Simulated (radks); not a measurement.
Neutral rhenium inside a hard spherical wall (all orbitals vanish at R), configuration held at [Xe] 4f14 5d5 6s2 and not refilled when levels cross. Method: scalar-relativistic Kohn-Sham, PBEsol, spin-polarised, spherical densities, point nucleus; open shells are filled with parallel spins first (spin-orbit coupling, left out, can overturn this in heavy ions); computed with a radial shooting solver on a logarithmic mesh with Libxc functionals. Eigenvalues in eV for spin up, with the zero of energy where the potential of the charges vanishes at infinity; a dash marks a level that is unbound or too diffuse for the functional's potential to be trusted. A positive occupied level is held by the wall or, in an anion where self-interaction has pushed it up, behind a barrier. The pressure on the wall is -dE/dV.

| R (bohr) | E (hartree) | kinetic (hartree) | e(5p) | e(4f) | e(6s) | e(5d) | e(6p, empty) | e(7s, empty) | pressure (GPa) |
|---|---|---|---|---|---|---|---|---|---|
| free | -16687.5182 | 18443.471 | -47.821 | -42.098 | -6.616 | -6.429 | -1.548 | - | 0 |
| 15 | -16687.5182 | 18443.471 | -47.821 | -42.097 | -6.616 | -6.429 | -1.545 | 0.287 | < 0.0001 |
| 8 | -16687.5146 | 18443.503 | -47.637 | -41.914 | -6.463 | -6.259 | -1.098 | 3.907 | 0.157 |
| 7 | -16687.5062 | 18443.565 | -47.356 | -41.628 | -6.217 | -6.003 | -0.570 | 6.511 | 0.692 |
| 3 | -16684.9992 | 18453.829 | -30.726 | -22.367 | 22.384 | 11.609 | 40.142 | 115.59 | 1090 |
| 2 | -16670.0819 | 18507.587 | 9.031 | 21.865 | 134.38 | 63.365 | 173.73 | 390.63 | 23300 |
| 1.5 | -16625.2776 | 18653.016 | 96.967 | 95.073 | 379.30 | 173.99 | 442.50 | 889.37 | 185000 |
